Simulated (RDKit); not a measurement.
Job for RDKit: UFF on ClH5Si (a complex), monomers drawn apart or pushed together.

```python
from rdkit import Chem
from rdkit.Chem import AllChem, rdDetermineBonds

blocks = [
'''2

Cl    0.62551507    1.13809305   -0.22468063
H     1.11864222   -0.03363166   -0.05764518
''',
'''5

Si   -0.30072707   -0.26003036    3.77693047
H    -0.43750867    1.20958668    3.85744242
H    -1.28185680   -0.80744296    2.81416856
H    -0.53845805   -0.85639737    5.11172746
H     1.06780479   -0.60961898    3.33037149
''',
]
mol = None
for b in blocks:
    f = Chem.MolFromXYZBlock(b)
    rdDetermineBonds.DetermineBonds(f, charge=0)
    mol = f if mol is None else Chem.CombineMols(mol, f)
Chem.SanitizeMol(mol)
print(Chem.MolToSmiles(Chem.RemoveHs(mol)))
ff = AllChem.UFFGetMoleculeForceField(mol, vdwThresh=100.0, ignoreInterfragInteractions=False)
e = ff.CalcEnergy()
print(f'UFF energy {e:.6f} kcal/mol')
```

It printed:

```
Cl.[SiH4]
UFF energy 1.348622 kcal/mol
```

The run finished.

Cost: around 0.020 core-seconds (rough).
